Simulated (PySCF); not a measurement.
HgI, SMILES [I][Hg] (connectivity only; charge and spin as stated), neutral, multiplicity 2.

Geometry optimised at B3LYP-D3(BJ)/def2-TZVP. The spin state was assumed, not searched. The def2 effective core potentials stand for the cores of Hg, I; spin–orbit coupling is left out.

Computed with PySCF with C-PCM-B3LYP/def2-TZVPD.

The values are the electrostatic part of the solvation free energy, E(continuum) − E(gas) at the gas-phase geometry, in a cavity of scaled van der Waals radii (PySCF's table); cavitation and dispersion terms are not included. A continuum can't describe solvent molecules that bind to the metal. The dipole moment in vacuum is 2.29 D.

```tsv
solvent	ε	ΔG(elec) (kcal/mol)	dipole (D)
water	78.36	-7.4	5.24
dichloromethane	8.93	-6.3	4.74
ethanol	24.85	-7.1	5.10
```
